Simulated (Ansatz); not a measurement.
Born–Oppenheimer molecular dynamics of F2H6OSi2 (11 atoms, charge 0, multiplicity 1). It starts at the highest image of a converged band. Of that band: Neighbouring images differ by up to 3.1 eV, so the band resolves the path poorly. A vibrational analysis at the climbing image gives one clearly imaginary mode, 1469i cm⁻¹: a first-order saddle point.

These are results of Ansatz 0.2.0, RKS BHLYP-D4/def2-SVP, not measurements.

* ensemble: NVE (velocity Verlet)
* time step: 0.5 fs
* steps asked: 200
* starting velocities drawn for: 100 K
* seed: 5321

First frame:

```xyz
11
Properties=species:S:1:pos:R:3
Si 0.037 -0.109 0.128
H -0.454 0.146 1.741
F 1.484 0.300 -0.445
F -0.687 1.311 -0.087
O -0.966 -1.095 -0.683
H -0.690 -1.979 -0.905
Si 1.381 -2.126 1.099
H 0.672 -3.081 1.993
H 1.585 -2.809 -0.208
H 2.698 -1.791 1.686
H 0.198 -0.615 1.621
```

How far do the bonds stretch over the last three quarters of this one trajectory? (Pairs bonded in most of those frames.)


```csv
bond,mean (Å),spread (Å),shortest,longest
Si1–F3,1.624,0.013,1.60,1.64
Si1–F4,1.622,0.024,1.59,1.67
Si1–O5,1.641,0.016,1.61,1.67
Si1–Si7,2.315,0.048,2.23,2.42
H2–H11,0.761,0.021,0.73,0.79
O5–H6,0.957,0.010,0.94,0.98
Si7–H8,1.481,0.005,1.47,1.49
Si7–H9,1.486,0.012,1.46,1.51
Si7–H10,1.480,0.009,1.46,1.50
```

Mean temperature of the second half: 2177 K. The conserved energy stayed within 0.067 meV per atom of its start (net change 0.021 meV per atom), so the integration is sound. The kinetic energy rose, since the run started high on the potential surface and went downhill. It ends in pieces (F2H4OSi2 + H2), so much of that is their flight and rotation, not heat. A run of 0.1 ps of so small a system gives no equilibrium averages. The orbitals stay closed-shell, which can raise the energy where a bond breaks towards radicals; this wasn't checked here.

Time of the run: 4.8 min on 4 threads of Arm Neoverse V1, with other jobs on the host, peak memory 0.25 GiB.
